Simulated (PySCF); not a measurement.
SMILES C(=[CH]\[Al]([CH3])[CH3])/[SiH](F)F, GFN2-xTB optimised geometry.

```
17

Si    -0.89    -2.98     0.12
F      0.33    -3.97     0.44
F     -1.84    -3.20     1.40
C     -0.27    -1.22     0.05
C     -1.03    -0.11     0.01
Al    -0.12     1.66     0.00
C      1.87     1.66     0.00
C     -1.23     3.31     0.00
H     -1.61    -3.53    -1.01
H      0.81    -1.09     0.04
H     -2.11    -0.26     0.01
H      2.26     2.69    -0.01
H      2.30     1.18     0.88
H      2.30     1.16    -0.87
H     -1.08     3.93    -0.89
H     -2.30     3.08     0.04
H     -1.02     3.97     0.85
```

Density from B3LYP/def2-SVP run with PySCF 2.14.0 at that geometry.

Minimum of the electron density along straight lines between bonded atoms, close to the bond critical point (lines longer than 1.1 times the sum of covalent radii, or with two minima, are not listed):

```tsv
bond	length / Å	ρ at the minimum / e bohr⁻³	∇²ρ there / e bohr⁻⁵	position (fraction from the first atom)
Si1–F2	1.603	0.121	1.12	0.42
Si1–F3	1.604	0.120	1.11	0.42
Si1–C4	1.872	0.120	0.32	0.38
C4–C5	1.344	0.332	-0.86	0.51
C5–Al6	1.996	0.077	0.31	0.60
Al6–C7	1.991	0.079	0.31	0.40
Al6–C8	1.990	0.079	0.31	0.40
Si1–H9	1.445	0.125	___	0.49
C4–H10	1.089	0.276	-1.01	0.63
C5–H11	1.092	0.274	-1.00	0.62
C7–H12	1.096	0.265	-0.92	0.62
C7–H13	1.095	0.264	-0.91	0.62
C7–H14	1.095	0.264	-0.91	0.62
C8–H15	1.095	0.264	-0.90	0.62
C8–H16	1.096	0.265	-0.91	0.62
C8–H17	1.096	0.264	-0.91	0.62
```

**Question.** Some entries are withheld; supply them.

**Answer.** 
- Si1–H9, ∇²ρ there / e bohr⁻⁵: 0.36
